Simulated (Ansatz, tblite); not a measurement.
Cost and result up the ladder for cyclic bis(sulfonyl)imide (C₃S₂NO₄F₆⁻) (16 atoms). Charge -1, multiplicity 1. Geometry: r2SCAN-D4/def2-SVP.

Ansatz on 6 threads of Intel Xeon 6975P-C on a shared host; xTB runs through tblite on one thread. Times are rough, summed over both states, and most runs start from the orbitals of an earlier one. PBE0-D4/def2-SVP serves as the yardstick here, not as an exact answer. The other state is a triplet.

The xTB rows come from tblite.

xTB has no spin-polarisation term.

```tsv
level	functions	vertical triplet (eV)	difference from PBE0-D4/def2-SVP (eV)	remarks
GFN2-xTB	74	6.29	-0.35	–
GFN1-xTB	74	5.47	-1.17	–
PBE0-D4/def2-SVP (with forces)	232	6.64	0.00	HOMO above zero (triplet)
PBE-D4/def2-SVP	232	5.86	-0.78	HOMO above zero (triplet)
```

Problem. Estimate how long each takes.

Solution. GFN2-xTB 0.054 s; GFN1-xTB 0.054 s; PBE-D4/def2-SVP 12 s; PBE0-D4/def2-SVP (with forces) 14 s. On shared hardware such times vary by a factor of up to 3.
